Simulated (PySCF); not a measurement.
`C=C(C)[C@H](F)CCCl`, C6H10ClF

Geometry (Å), atoms numbered from 1 in this order:
```xyz
18

C    -1.936   -1.138   -0.602
C    -1.234   -0.059   -0.304
C    -1.826    1.181    0.290
C     0.256    0.006   -0.538
F     0.622   -0.821   -1.587
C     1.041   -0.434    0.702
C     2.527   -0.145    0.570
Cl    2.833    1.614    0.636
H    -1.477   -2.005   -1.045
H    -2.998   -1.185   -0.436
H    -1.788    1.995   -0.434
H    -1.266    1.495    1.169
H    -2.862    1.016    0.572
H     0.555    1.019   -0.838
H     0.638    0.069    1.581
H     0.902   -1.511    0.822
H     2.912   -0.501   -0.386
H     3.091   -0.590    1.389
```

The calculation used PySCF 2.14.0, GIAO B3LYP/pcSseg-1 magnetisability, rotational g tensor and spin-rotation constants, non-relativistic, gas phase. Geometry: GFN2-xTB.

Give the nuclear spin-rotation constants along the inertial axes (H = +C I·J) beside the isotropic shieldings.

Rotational constants 2.8808, 0.8944, 0.7705 GHz. A star marks the isotopologue with that one atom substituted, in its own axes.
```tsv
atom	isotope	Caa (kHz)	Cbb (kHz)	Ccc (kHz)	mean (kHz)	σ (ppm)
F5	19F	1.505	0.494	0.341	0.780	384.0
Cl8	35Cl	0.490	0.103	0.182	0.259	852.0
H9	1H	-0.290	0.081	-0.089	-0.099	26.4
H10	1H	0.147	-0.059	-0.087	0.000	26.5
H11	1H	-0.320	-0.085	0.013	-0.131	29.8
H12	1H	-0.100	-0.071	-0.063	-0.078	30.2
H13	1H	-0.016	-0.072	-0.080	-0.056	30.0
H14	1H	-0.134	-0.074	0.000	-0.070	26.6
H15	1H	-0.326	0.001	-0.066	-0.130	30.1
H16	1H	-0.272	-0.048	-0.037	-0.119	30.0
H17	1H	-0.284	-0.008	-0.038	-0.110	27.8
H18	1H	-0.172	-0.092	0.001	-0.088	28.0
C1	13C*	0.990	0.357	0.115	0.488	66.0
C2	13C*	1.142	0.455	0.135	0.577	25.8
C3	13C*	0.482	0.121	0.128	0.243	158.8
C4	13C*	0.865	0.187	0.223	0.425	86.5
C6	13C*	0.532	0.176	0.154	0.287	134.8
C7	13C*	0.569	0.163	0.160	0.297	132.4
```
For the geometry as given, no vibrational averaging.

How do the rotational constants and the g tensor change when H9, H10, H11, H12, H13, H14, H15, H16, H17, H18 are replaced by deuterium?

Constants 2.4283, 0.8140, 0.6983 GHz; g -0.0205, -0.0054, -0.0037, against -0.0235, -0.0060, -0.0041 before.
